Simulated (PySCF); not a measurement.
Vertical excitations of a molecule C₄H₉FSi from TDA-PBE/def2-SVPD in PySCF, as energy in eV (oscillator strength): 5.75 (0.001), 6.37 (0.000), 6.44 (0.111), 6.61 (0.010), 6.76 (0.001), 6.95 (0.158), 6.97 (0.001), 7.10 (0.013), 7.16 (0.001), 7.38 (0.003). Lowest triplet (TDA): 4.14 eV. The structure is a stationary point at PBE-D3(BJ)/def2-SVP. One conformer was computed; it need not be the lowest.

Which molecule gave these data?
A. C=CC[Si@H](C)F
B. CC[SiH2]/C=C\F
C. C/C=C/[C@H](F)[SiH3]
D. C/C=C(\F)C[SiH3]

B, CC[SiH2]/C=C\F
